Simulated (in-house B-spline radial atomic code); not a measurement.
The numbers below are computed, except where a source is named.
**Work functions and surface energies across electron densities: Be, Ga, Sn, In, Cd, Cu, Li, Ba, Rb**

The positive ions are smeared into a uniform slab; the electrons are solved self-consistently in the LDA (PW92) on a fine grid across the film. Stabilised jellium adds, inside the slab, the constant potential −n de/dn that makes the bulk stable at the metal's density. No lattice, so no dependence on crystal face. Atomic units unless named.

Thick-film averages; measured work functions from the table in Wikipedia's article on work functions.

| metal | r_s (bohr) | Φ jellium (eV) | Φ stabilised (eV) | Φ measured (eV) | σ jellium (J/m²) | σ stabilised (J/m²) |
| --- | --- | --- | --- | --- | --- | --- |
| Be | 1.87 | 3.82 | 4.39 | 4.98 | -1.561 | 1.090 |
| Ga | 2.19 | 3.73 | 4.17 | 4.32 | -0.294 | 0.825 |
| Sn | 2.22 | 3.72 | 4.15 | 4.42 | -0.235 | 0.802 |
| In | 2.41 | 3.64 | 4.00 | 4.09 | 0.022 | 0.668 |
| Cd | 2.59 | 3.56 | 3.86 | 4.08 | 0.143 | 0.562 |
| Cu | 2.67 | 3.52 | 3.79 | 4.53 to 5.10 | 0.174 | 0.521 |
| Li | 3.26 | 3.23 | 3.37 | 2.9 | 0.220 | 0.306 |
| Ba | 3.7 | 3.03 | 3.09 | 2.52 to 2.70 | 0.188 | 0.214 |
| Rb | 5.31 | 2.44 | 2.36 | 2.261 | 0.083 | 0.072 |

Question: Where do the two models part, and which lies nearer to measurement?

Answer: They differ by +0.57 eV for Be and -0.08 eV for Rb; the stabilising potential vanishes near r_s = 4.2, where jellium is in equilibrium. Against the middle of the measured ranges the mean absolute misses are 0.63 eV (jellium) and 0.38 eV (stabilised). The largest miss of the stabilised model is -1.02 eV, for Cu, a noble metal whose d shell the model lacks. Plain jellium has a negative surface energy for Be, Ga, Sn.
